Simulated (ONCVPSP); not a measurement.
# Varying the ONCV potential for ruthenium (Ru)

Base potential:

```json
{
 "Element": "ruthenium (Ru)",
 "Generator": "ONCVPSP 4.0.1",
 "Type": "optimised norm-conserving Vanderbilt (ONCV)",
 "Functional": "PBE",
 "Relativity": "scalar-relativistic",
 "Frozen core": "[Ar] 3d10",
 "Valence charge": "16",
 "Reference configuration": "4s2 4p6 4d7 5s1",
 "Partial waves": "4s+5s: rc 2.00 bohr, ncon 3, nbas 6, qcut 7.2 1/bohr, 2 projectors; 4p: rc 1.20 bohr, ncon 3, nbas 6, qcut 7.7 1/bohr, 2 projectors, debl 3.7 Ha; 4d: rc 1.85 bohr, ncon 4, nbas 9, qcut 8.7 1/bohr, 2 projectors, debl 3.3 Ha",
 "Local potential": "polynomial inside 0.95 bohr (lpopt 5, dvloc0 4 Ha)",
 "Core correction": "none"
}
```

All-electron outer shells of the reference configuration (PBE, scalar-relativistic, ld1.x):

| shell | level (eV) | outermost node (bohr) | outermost maximum (bohr) |
| --- | --- | --- | --- |
| 3d | -273.12 | – | 0.30 |
| 4s | -76.37 | 0.48 | 0.92 |
| 4p | -46.42 | 0.49 | 0.98 |
| 4d | -5.20 | 0.48 | 1.21 |
| 5s | -4.24 | 1.24 | 2.73 |

Cutoffs, loose and tight: the cutoffs (Ha) at which the residual kinetic energy of the hardest occupied pseudo-wave falls to 1 and 0.1 mHa per electron. They do not see the model core or the augmentation charge, which bear on the density cutoff. Test errors are all-electron minus pseudo excitation energies from the reference, over the configurations 4s2 4p6 4d7 5s0; 4s2 4p6 4d6 5s0; 4s2 4p6 4d5 5s0; 4s2 4p6 4d6 5s1. A dash means not determined; rows that change the core or the reference have their own tests.

| change | outcome | cutoff, loose | cutoff, tight | bound ghosts | GHOST(+) flags above zero | largest test error (meV) |
| --- | --- | --- | --- | --- | --- | --- |
| base | generated | 28 Ha | 77 Ha | none | s | -2.0 |
| d: qcut 10.3 | generated | 28 Ha | 77 Ha | none | s | -2.6 |

**Question.** What comes out with this change to the base: local potential polynomial inside 1.10 bohr (lpopt 1, dvloc0 3 Ha)?

**Answer.** outcome: generated; cutoff, loose: 28 Ha; cutoff, tight: 77 Ha; bound ghosts: none; GHOST(+) flags above zero: d; largest test error (meV): +2.9.

**Question.** What comes out with this change to the base: s: qcut 8.1; p: qcut 8.7; d: qcut 9.8?

**Answer.** outcome: generated; cutoff, loose: 31 Ha; cutoff, tight: 40 Ha; bound ghosts: none; GHOST(+) flags above zero: s; largest test error (meV): -2.1.
